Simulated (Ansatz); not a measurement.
Geometry optimisation, Ansatz 0.2.0, RKS BLYP-D4/def2-SVP.

Input:

```yaml
crystal:
  periodic: [false, false, false]
  atoms:
    - { symbol: W, position_ang: [0.265948, 0.191338, -0.463027] }
    - { symbol: O, position_ang: [0.103926, 0.088262, 2.661025] }
    - { symbol: H, position_ang: [-0.850251, -0.051471, 2.490453] }
    - { symbol: H, position_ang: [1.624633, -0.599165, 0.170503] }
    - { symbol: H, position_ang: [-0.441305, 1.521654, 0.328866] }
    - { symbol: H, position_ang: [-1.282, -0.118421, 0.172888] }
    - { symbol: H, position_ang: [-0.019167, -1.396913, 0.063798] }
    - { symbol: H, position_ang: [0.343639, 0.370979, -2.195077] }
    - { symbol: Si, position_ang: [1.828574, 1.720595, 0.731663] }
    - { symbol: H, position_ang: [3.178582, 1.25656, 1.208906] }
    - { symbol: H, position_ang: [2.060111, 2.63052, -0.471177] }
    - { symbol: H, position_ang: [1.285181, 2.592213, 1.840988] }
    - { symbol: H, position_ang: [0.17453, 1.077449, 2.717391] }
basis:
  gaussian: { orbitals: def2-SVP }
hamiltonian:
  xc: blyp
  dispersion: d4
relax:
  f_tol: 0.03
  max_steps: 50
```

Run as:

```bash
$ ansatz run input.yaml --threads 4 --pin off --max-ram 5120MiB --backend cpu --events-out ev --progress --plain --runs-dir out
```

Question: Where does it end, and by what steps?

Answer: The forces met the threshold. After 25 steps the energy has fallen by 0.239 eV; H13 moved furthest, 1.49 Å. Joined: W1–O2 (3.13 → 2.69 Å), W1–H11 (3.03 → 2.18 Å).

| step | energy less start (eV) | largest force component (eV/Å) | accepted |
| --- | --- | --- | --- |
| 0 | 0.0000 | 0.541 | yes |
| 1 | -0.0250 | 1.279 | yes |
| 2 | -0.0906 | 1.090 | yes |
| 3 | -0.0915 | 1.126 | yes |
| 4 | -0.1194 | 0.271 | yes |
| 5 | -0.1376 | 0.252 | yes |
| 6 | -0.1530 | 0.386 | yes |
| 7 | -0.1698 | 0.060 | yes |
| 8 | -0.1681 | 0.226 | no |
| 9 | -0.1736 | 0.116 | yes |
| 10 | -0.1759 | 0.372 | yes |
| 11 | -0.1797 | 0.232 | yes |
| 12 | -0.1841 | 0.330 | yes |
| 13 | -0.1869 | 0.355 | yes |
| 14 | -0.1895 | 0.259 | yes |
| 15 | -0.1939 | 0.125 | yes |
| 16 | -0.1951 | 0.175 | yes |
| 17 | -0.1970 | 0.204 | yes |
| 18 | -0.2022 | 0.070 | yes |
| 19 | -0.2141 | 0.146 | yes |
| 20 | -0.2303 | 0.158 | yes |
| 21 | -0.2359 | 0.152 | yes |
| 22 | -0.2377 | 0.147 | yes |
| 23 | -0.2383 | 0.105 | yes |
| 24 | -0.2387 | 0.070 | yes |
| 25 | -0.2388 | 0.013 | yes |

```xyz
13
Properties=species:S:1:pos:R:3
W 0.299 0.444 -0.187
O -0.085 0.074 2.446
H -0.055 -0.904 2.412
H 1.581 -0.458 0.499
H -0.372 1.841 0.539
H -1.353 0.200 0.224
H -0.200 -1.154 0.202
H 0.415 0.574 -1.922
Si 1.994 1.861 0.833
H 3.375 1.438 1.251
H 1.904 1.811 -0.750
H 1.813 3.285 1.280
H -1.044 0.269 2.431
```

Whether the end is a true minimum wasn't checked by a vibrational analysis.

The run took 44 s on 4 threads of Arm Neoverse V1 (shared host), peak memory 0.17 GiB.
